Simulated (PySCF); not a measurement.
Species: C₅H₄O₃ (charge +1 and doublet state).
Atom-mapped SMILES: `[O:1]=[C:2]([OH:3])[C:4]1=[CH:5][O:6][CH:7][CH+:8]1` (hydrogens: H9 on O3; H10 on C5; H11 on C7; H12 on C8)

Structure used (PBE0-D3(BJ)/def2-SVP), in Å, numbered top down from 1:
```
atom  x, y, z in Å
O1     2.044   -0.639   -1.301
C2     1.609   -0.178   -0.290
O3     2.285    0.265    0.758
C4     0.136   -0.031   -0.062
C5    -0.519    0.487    1.086
O6    -1.840    0.457    0.915
C7    -2.078   -0.059   -0.299
C8    -0.865   -0.381   -0.949
H9     3.240    0.163    0.600
H10   -0.139    0.881    2.030
H11   -3.125   -0.153   -0.596
H12   -0.746   -0.814   -1.943
```

The hyperfine couplings belong to this conformer and change with its torsions.

Computed with UKS B3LYP, IGLO-III on C O, pcH-1 on H, non-relativistic, mean-field spin-orbit, GIAO (PySCF). Geometry: PBE0-D3(BJ)/def2-SVP, one conformer, isolated ion. No stability test was run, so a lower SCF solution isn't excluded.

Largest spin populations (Mulliken): C7 (+0.53), C5 (+0.51), O6 (-0.09) and C4 (+0.06). The angles at C7 add up to 360.0°, so it is planar.

**Question.** Test a(H) = Q·ρ(C) for the protons on planar carbons with a spin population beyond ±0.08.

**Answer.** 
```csv
H,C,ρ(C),a(H) (G),a/ρ (G)
H10,C5,+0.507,-14.74,-29.1
H11,C7,+0.532,-14.93,-28.1
```

A least-squares line through the origin gives Q = -28.6 G with Mulliken populations. In every row coupling and population have opposite signs.

Couplings in gauss use g_iso = 2.0024.
